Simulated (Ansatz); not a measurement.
A structure relaxed at PBE-D4/def2-SVP in Ansatz, charge 0, doublet:

Cartesian coordinates in Å:
```
P -0.530 -3.033 2.269
Si 4.469 -1.631 -1.621
Si 2.053 -4.091 -0.209
Si 3.270 1.634 -3.314
Si -0.542 2.391 -3.448
Si -3.182 -0.153 -2.428
Si 0.588 -0.836 -1.674
Si 2.045 -0.643 1.881
Si 0.852 2.462 0.169
Si -1.885 0.020 1.128
Si -1.016 -0.161 4.886
Si -2.834 3.293 -0.574
Si -2.010 3.298 3.309
Si 2.683 -0.571 -2.732
Si 0.315 -3.169 -1.515
Si 4.013 -3.937 -1.504
Si 2.577 -2.920 1.749
Si -0.968 0.087 -3.182
Si 1.536 2.684 -4.512
Si -0.623 3.472 -1.358
Si -2.508 -2.215 1.484
Si -3.374 1.012 -0.394
Si 0.363 0.176 0.433
Si -2.282 0.961 3.246
Si -0.808 -2.483 4.474
Si -3.188 4.305 1.528
H 5.744 -1.343 -2.375
H 4.608 -1.066 -0.230
H 1.740 -5.526 0.144
H 4.497 1.557 -4.191
H 3.632 2.429 -2.088
H -1.630 2.986 -4.315
H -4.135 0.406 -3.456
H -3.523 -1.606 -2.203
H 3.259 0.192 1.549
H 1.675 -0.325 3.309
H 2.273 2.600 -0.314
H 0.757 3.163 1.501
H -0.851 -4.429 2.433
H 0.348 0.464 5.006
H -1.703 -0.026 6.225
H -3.750 3.956 -1.577
H -0.548 3.648 3.256
H -2.567 3.821 4.611
H 2.503 -1.304 -4.045
H 0.424 -3.733 -2.911
H -1.046 -3.533 -0.983
H 3.815 -4.468 -2.903
H 5.149 -4.689 -0.856
H 2.276 -3.679 3.022
H -0.793 -0.600 -4.518
H 1.464 2.039 -5.875
H 1.828 4.153 -4.704
H -0.272 4.932 -1.533
H -2.881 -2.958 0.231
H -3.654 -2.303 2.464
H -4.763 0.862 0.184
H -3.738 0.667 3.528
H 0.397 -3.029 5.201
H -2.039 -3.168 5.016
H -2.851 5.775 1.458
H -4.658 4.183 1.850
```

Problem. Give its formula.

Solution. Si₂₅PH₃₆, a doped nanocrystal cut from the lattice of silicon (P on a surface site).

Problem. Summarise the bond lengths by kind (pairs closer than 1.2 times the sum of covalent radii, bridged metal pairs left out).

Solution. 31 × Si–Si 2.34 to 2.37 Å; 2 × P–Si 2.28 to 2.29 Å; 35 × H–Si 1.50 to 1.51 Å; 1 × H–P 1.44 Å.

Single mean-field runs in def2-SVP are fitted with def2-universal-jkfit. Another isomer (doublet) lies 0.11 eV lower at PBE0-D4/def2-SVP; other spin states weren't run for this one.
